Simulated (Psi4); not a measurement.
F$_{6}$S, charge -1, doublet, geometry from GFN2-xTB (a state made from the parent by changing its charge; the spin is typed, not shown lowest) (a gas-phase anion, which may not be bound at this level). Base run: Psi4 1.11 with BLYP/STO-3G.

Here is a job for Psi4.
```
memory 2 GB

molecule mol {
-1 2
  F     0.674697   -0.514132   -1.554824
  S    -0.000000   -0.000000   -0.000000
  F     1.445775   -0.602774    0.826695
  F    -0.769120   -1.584095    0.190061
  F    -1.445775    0.602774   -0.826695
  F     0.769120    1.584095   -0.190061
  F    -0.674697    0.514132    1.554824
}

set basis sto-3g
set reference uks

energy('blyp')
print_variables()
```

The base run was repeated with changes; each row names its change, and settings that it needs were set with it.

```json
[
 {"change": "base", "E (Eh)": "-983.44544", "SCF-reference <S^2>": "0.752", "core-seconds (rough)": "6"},
 {"change": "functional = tpssh", "E (Eh)": "-983.73306", "SCF-reference <S^2>": "0.755", "core-seconds (rough)": "10"},
 {"change": "functional = b2plyp", "E (Eh)": "-982.78250", "SCF-reference <S^2>": "0.775", "core-seconds (rough)": "8"},
 {"change": "functional = pbe0", "E (Eh)": "-983.03956", "SCF-reference <S^2>": "0.759", "core-seconds (rough)": "8"},
 {"change": "functional = m06-2x", "E (Eh)": "-983.61740", "SCF-reference <S^2>": "0.763", "core-seconds (rough)": "10"},
 {"change": "functional = cam-b3lyp", "E (Eh)": "-983.38257", "SCF-reference <S^2>": "0.762", "core-seconds (rough)": "9"},
 {"change": "functional = svwn", "E (Eh)": "-979.80548", "SCF-reference <S^2>": "0.751", "core-seconds (rough)": "6"},
 {"change": "functional = scan", "E (Eh)": "-983.66491", "SCF-reference <S^2>": "0.753", "core-seconds (rough)": "10"},
 {"change": "functional = m06-l", "E (Eh)": "-983.69283", "SCF-reference <S^2>": "0.752", "core-seconds (rough)": "10"},
 {"change": "functional = b3lyp5", "E (Eh)": "-983.31861", "SCF-reference <S^2>": "0.757", "core-seconds (rough)": "6"},
 {"change": "functional = dsd-pbep86", "E (Eh)": "-981.99383", "SCF-reference <S^2>": "0.791", "core-seconds (rough)": "7"},
 {"change": "functional = hse06", "E (Eh)": "-983.09733", "SCF-reference <S^2>": "0.759", "core-seconds (rough)": "10"},
 {"change": "functional = wb97x-v", "E (Eh)": "-983.42396", "SCF-reference <S^2>": "0.763", "core-seconds (rough)": "60"}
]
```

Absolute energies of different levels of theory aren't comparable as measures of quality.

Open shells are given as the SCF converged; they aren't shown to be the lowest states, and a large step between rows can be another state.

A gas-phase anion may not be bound at this level; its values then depend on the basis.
